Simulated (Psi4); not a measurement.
thioethanol (C2H6S), singlet, at a GFN2-xTB geometry. Base run: HF/STO-3G run with Psi4 1.11.

Psi4 was given this input:
```
memory 2 GB

molecule mol {
0 1
  C     1.520616    0.691102   -0.005370
  C     0.011604    0.831165    0.003177
  S    -0.761806   -0.837889    0.000775
  H    -2.020391   -0.404145    0.009138
  H    -0.330410    1.349655    0.898847
  H    -0.339868    1.356605   -0.884748
  H     1.984528    1.675249   -0.003995
  H     1.855539    0.144186    0.873179
  H     1.846181    0.151063   -0.891656
}

set basis sto-3g
set reference rhf

energy('scf')
print_variables()
```

The base run was repeated with changes; each row names its change, and settings that it needs were set with it.

```
change                       E (Eh)  SCF-reference dipole (D)  core-seconds (rough)
-----------------------  ----------  ------------------------  --------------------
base                     -471.47382                      1.03                     2
functional = wb97x-v     -472.59321                      1.06                    90
functional = dsd-pbep86  -472.04116                         -                     3
functional = pbe0-dh            [?]                         -                     4
functional = b3lyp5      -472.52632                      0.97                     4
functional = bhhlyp      -472.61218                      1.02                     3
functional = b3lyp              [?]                      0.98                     4
functional = x3lyp       -472.55774                      0.98                     4
functional = scan        -472.64855                      1.03                     5
functional = mn15        -471.16749                      1.09                     5
functional = pbe0               [?]                      1.06                     4
functional = m06-2x             [?]                       [?]                     5
functional = svwn        -471.13467                      1.13                     3
```

Task: Fill in the missing entries.

Result: 
- functional = pbe0-dh, E (Eh): -472.38839
- functional = b3lyp, E (Eh): -472.65348
- functional = pbe0, E (Eh): -472.43255
- functional = m06-2x, E (Eh): -472.65370
- functional = m06-2x, SCF-reference dipole (D): 1.01

Total energies compare only within one method and basis.
